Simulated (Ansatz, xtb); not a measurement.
# Ranking isomers of B2ClHOSi

4 gas-phase structures of B2ClHOSi, found in a search over its isomers (lower ones may exist). Each was relaxed with GFN2-xTB:

A. `O=BB=[SiH]Cl`, a singlet
B. a singlet given by its coordinates
C. `B=[Si](Cl)B=O`, a singlet
D. a singlet given by its coordinates

B (Å):

```yaml
atoms:
  - { symbol: B, position_ang: [0.5247, -0.6388, 1.0873] }
  - { symbol: B, position_ang: [0.1773, 0.4368, -0.0980] }
  - { symbol: Cl, position_ang: [-1.1944, -0.3854, -1.3710] }
  - { symbol: O, position_ang: [0.8073, -1.4419, 1.9269] }
  - { symbol: Si, position_ang: [0.9999, 0.2739, -1.8747] }
  - { symbol: H, position_ang: [-0.2442, 1.5004, 0.2034] }
```

Close contacts (Å): B1–B2 1.64, B1–O4 1.20, B2–Cl3 2.04, B2–Si5 1.96, Cl3–Si5 2.35, B2–H6 1.18.

D (Å):

```json
{"atom": "B", "x (Å)": "-0.5319", "y (Å)": "-2.7039", "z (Å)": "-1.5792"}
{"atom": "B", "x (Å)": "-0.7517", "y (Å)": "-1.3649", "z (Å)": "-0.7010"}
{"atom": "Cl", "x (Å)": "-3.3751", "y (Å)": "-3.6617", "z (Å)": "-3.9741"}
{"atom": "O", "x (Å)": "-0.9520", "y (Å)": "-0.3664", "z (Å)": "-0.0671"}
{"atom": "Si", "x (Å)": "-1.8504", "y (Å)": "-3.2061", "z (Å)": "-2.7280"}
{"atom": "H", "x (Å)": "0.4309", "y (Å)": "-3.3736", "z (Å)": "-1.5129"}
```

Close contacts (Å): B1–B2 1.62, B1–Si5 1.82, B2–O4 1.20, Cl3–Si5 2.02, B1–H6 1.17.

Which do you expect lowest at r2SCAN-D4/def2-SVP, and how would the others follow?

Calculated order at r2SCAN-D4/def2-SVP: B (0.0), D (79.5), A (84.3), C (103.5) kJ/mol.

Energies above the lowest of each column, in kJ/mol:

```json
{"structure": "B", "GFN2-xTB": "18.1", "HF/STO-3G": "0.0", "r2SCAN-D4/def2-SVP": "0.0"}
{"structure": "D", "GFN2-xTB": "0.0", "HF/STO-3G": "252.1", "r2SCAN-D4/def2-SVP": "79.5"}
{"structure": "A", "GFN2-xTB": "62.3", "HF/STO-3G": "233.1", "r2SCAN-D4/def2-SVP": "84.3"}
{"structure": "C", "GFN2-xTB": "91.3", "HF/STO-3G": "225.3", "r2SCAN-D4/def2-SVP": "103.5"}
```

r2SCAN-D4/def2-SVP puts B lowest; GFN2-xTB picks D. Some further structures that were screened fall inside this span and aren't listed. Flexible structures stand in one conformer each, not always the lowest. Frequencies (PBE0-D3(BJ)/def2-SVP) were run for B alone.

Over these structures GFN2-xTB departs from r2SCAN-D4/def2-SVP by 27.8 kJ/mol on average once a common shift is removed. A GFN2-xTB relaxation took about 0.15 s and the r2SCAN-D4/def2-SVP energy about 2.3 s on a shared host (Ansatz 0.2.0, xtb 6.7.1).
